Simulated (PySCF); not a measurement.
**Mg₂S₂, singlet: molecular constants**

These are results of PySCF, PBE0, basis Mg def2-TZVP, S def2-TZVP (no relativity, density fitting), not measurements.

The structure is a minimum.

Z-matrix (Å, degrees; charge 0 multiplicity 1):
```
Mg
Mg 1 2.6171
S  1 2.3070 2 55.44
S  1 2.3070 2 55.44 3 180.00
```

```
Point group                                                                   : D2h
Bond lengths                                                                  : Mg–S 2.307 Å (×4)
Bond angles                                                                   : Mg–S–Mg 69.1° (×2), S–Mg–S 110.9° (×2)
Entropy at 298.15 K and 1 bar                                                 : 301.2 J/(mol K)
Atomisation energy without zero-point energy                                  : 902 kJ/mol
Principal polarisabilities                                                    : 75.6, 101.4, 108.6 bohr³
Rotational constants                                                          : 0.2052, 0.07303, 0.05386 cm⁻¹
Dipole moment                                                                 : 0.00 D
Zero-point energy                                                             : 12.8 kJ/mol
Highest occupied level                                                        : -6.12 eV
Enthalpy at 298.15 K above 0 K                                                : 15.74 kJ/mol
Principal quadrupole moments (Buckingham, traceless) about the centre of mass : -33.87, -1.19, 35.06 D Å
Rotational symmetry number                                                    : 4
Heat capacity Cp at 298.15 K                                                  : 72.0 J/(mol K)
Lowest empty level                                                            : -2.64 eV
```

Harmonic modes (masses in u: Mg 23.985, S 31.972):
```tsv
symmetry	ω (cm⁻¹)	IR (km/mol)	μ (u)
b3u	168	57.5	26.86
ag	298	0.0	28.63
b1u	349	103	26.86
b3g	381	0.0	25.67
ag	448	0.0	26.29
b2u	498	140	26.86
```

In D2h the vibrations span b3u + 2ag + b1u + b3g + b2u. The ag, b3g modes carry no infrared intensity, as symmetry demands. With a centre of inversion only u modes can be infrared active and only g modes Raman active.

Charges (e):
```
atom  Mulliken  Löwdin  polar tensor  Mayer order to Mg1
 Mg1      0.70    0.01          0.83                   –
 Mg2      0.70    0.01          0.83                0.05
S3,4     -0.70   -0.01         -0.83                0.96
```
Other Mayer orders above 0.3: Mg–S 0.96 (×2).

Mulliken populations on Mg1: s 4.67, p 6.45, d 0.18.

Other isomers or separated fragments may lie lower.

The final relaxation and frequency run took of the order of 90 core-seconds on a shared host.
